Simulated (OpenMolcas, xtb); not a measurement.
**A ladder of methods for CH3BClFO (methoxychlorofluoroborane)**

The species is CH3BClFO (8 atoms), meant as a singlet with charge 0. As SMILES, `COB(F)Cl`. The shape is that of a PBE0-D4/def2-TZVP optimisation. This is one conformer, not always the lowest.

Each level gives the HOMO–LUMO gap (eV). The values are calculated.

```json
{"level": "GFN0-xTB", "kind": "semi-empirical", "program": "xtb", "value (eV)": "6.15"}
{"level": "HF/cc-pVDZ", "kind": "Hartree–Fock", "program": "OpenMolcas", "value (eV)": "17.61"}
{"level": "SVWN5/cc-pVDZ", "kind": "LDA", "program": "OpenMolcas", "value (eV)": "7.29"}
{"level": "BLYP/cc-pVDZ", "kind": "GGA", "program": "OpenMolcas", "value (eV)": "7.41"}
{"level": "r2SCAN/cc-pVDZ", "kind": "meta-GGA", "program": "OpenMolcas", "value (eV)": "8.23"}
{"level": "BHLYP/cc-pVDZ", "kind": "global hybrid", "program": "OpenMolcas", "value (eV)": "12.56"}
{"level": "M06-2X/cc-pVDZ", "kind": "hybrid meta-GGA", "program": "OpenMolcas", "value (eV)": "12.41"}
{"level": "B2PLYP/cc-pVDZ", "kind": "double hybrid", "program": "OpenMolcas", "value (eV)": "12.87"}
```

The values span 6.15 to 17.61 eV. Orbital gaps aren't excitation energies, and those of double hybrids come from the SCF part alone; they tend to grow with the share of exact exchange.
